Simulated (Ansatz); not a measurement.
The same ligand exchange along the group O, S, Se.

Gas-phase electronic energies from Ansatz, PBE0-D4/def2-TZVP geometries. CCSD(T)/CBS adds triple-zeta CCSD(T) − MP2 to the extrapolated MP2 energy (def2 sets, frozen cores). This one scheme is used for every species. DFT in def2-TZVPP. For Se outer-core shells are correlated without core-valence functions, which leaves a few kJ/mol of doubt a bond. Scalar relativity is left out up to krypton.

```tsv
reaction	CCSD(T)/CBS(def2) (kcal/mol)
`[OH][AlH2]` + `BN` → `B[NH][AlH2]` + H₂O	13.5
`[AlH2][SH]` + `BN` → `B[NH][AlH2]` + H₂S	9.4
`[AlH2][SeH]` + `BN` → `B[NH][AlH2]` + H₂Se	?
```

**Question.** Fill in the missing values. (Best estimate.)

**Answer.** Ansatz gave: `[AlH2][SeH]` + `BN` → `B[NH][AlH2]` + H₂Se: +11.5 kcal/mol.

Largest T1 diagnostic: 0.012, for `BN`.
